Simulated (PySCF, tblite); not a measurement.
Isomers of C6H6ClFO. Method: GFN2-xTB as coded in tblite; computed harmonic values from a numerical Hessian at the method's own geometry, unscaled. Against measured fundamentals such values can be off by several per cent, at times by over 20. One conformer each.

Electronic energies: PBE0/pcSseg-1 single points on the GFN2-xTB geometries (PySCF, gas phase).

```csv
SMILES,"electronic energy, lowest = 0 (kJ/mol)"
COC1=C(Cl)C(F)=CC1,25.2
FC/C(Cl)=C1\C=CCO1,13.6
C=C[C@@]1(F)C[C@@H]1C(=O)Cl,0.0
```

**Question.** How do GFN2-xTB zero-point energies change the relative energies?

**Answer.** 
```tsv
SMILES	ZPE (kJ/mol)	of it from modes above 1550 cm⁻¹	electronic (kJ/mol)	with ZPE, lowest = 0 (kJ/mol)	lowest mode (cm⁻¹)	rings
C=C[C@@]1(F)C[C@@H]1C(=O)Cl	272.8	132.6	0.0	0.0	40	1
FC/C(Cl)=C1\C=CCO1	276.0	127.4	13.6	16.7	52	1
COC1=C(Cl)C(F)=CC1	275.6	128.1	25.2	28.0	70	1
```

The zero-point energies span 3.2 kJ/mol, from `C=C[C@@]1(F)C[C@@H]1C(=O)Cl` to `FC/C(Cl)=C1\C=CCO1`. The order is unchanged.

**Question.** And how do the electronic energies of GFN2-xTB itself compare?

**Answer.** `C=C[C@@]1(F)C[C@@H]1C(=O)Cl` 57.5; `FC/C(Cl)=C1\C=CCO1` 5.6; `COC1=C(Cl)C(F)=CC1` 0.0 kJ/mol, lowest = 0. Against the energies above, taken from the same isomer `C=C[C@@]1(F)C[C@@H]1C(=O)Cl`, the largest difference is 82.7 kJ/mol.

**Question.** What do entropy and thermal enthalpy add at 298.15 K and 1 bar (rigid rotor, harmonic oscillator, one conformer each)?

**Answer.** 
```json
{"SMILES": "C=C[C@@]1(F)C[C@@H]1C(=O)Cl", "point group": "C1", "symmetry number": "1", "S (J/(mol K))": "404.4", "H − H(0) (kJ/mol)": "26.80", "ZPE + H − H(0) − TS (kJ/mol)": "179.1"}
{"SMILES": "FC/C(Cl)=C1\\C=CCO1", "point group": "C1", "symmetry number": "1", "S (J/(mol K))": "393.4", "H − H(0) (kJ/mol)": "25.49", "ZPE + H − H(0) − TS (kJ/mol)": "184.2"}
{"SMILES": "COC1=C(Cl)C(F)=CC1", "point group": "Cs", "symmetry number": "1", "S (J/(mol K))": "388.8", "H − H(0) (kJ/mol)": "25.92", "ZPE + H − H(0) − TS (kJ/mol)": "185.6"}
```
